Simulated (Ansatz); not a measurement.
Mulliken charges of `[OH][Al]([Cl])[Cl]` from ωB97M-V/def2-TZVPP in Ansatz (PBE0-D4/def2-TZVP geometry).

```
atom   x (Å)   y (Å)   z (Å)  charge (e)
  O1   0.297   1.253   0.249      -0.365
 Al2   0.046  -0.395   0.072       0.601
 Cl3   0.979  -1.685   1.395      -0.199
 Cl4  -1.172  -1.154  -1.433      -0.210
  H5  -0.100   1.907  -0.325       0.172
```

Q: By hand: the dipole of these point charges (1 e Å = 4.8032 D).

A: Σ q r = (-0.047, 0.211, -0.080) e Å, of length 0.230 e Å = 1.10 D.

Q: How does the dipole of the full density compare? (Best estimate.)

A: Computed: (-0.113, 0.273, -0.171) e Å, 1.64 D; the point charges give 0.67 times that, at 13° from its direction.

Point charges leave out the atoms' own dipoles, such as those of lone pairs, and Mulliken's split depends on the basis, so the two needn't agree.
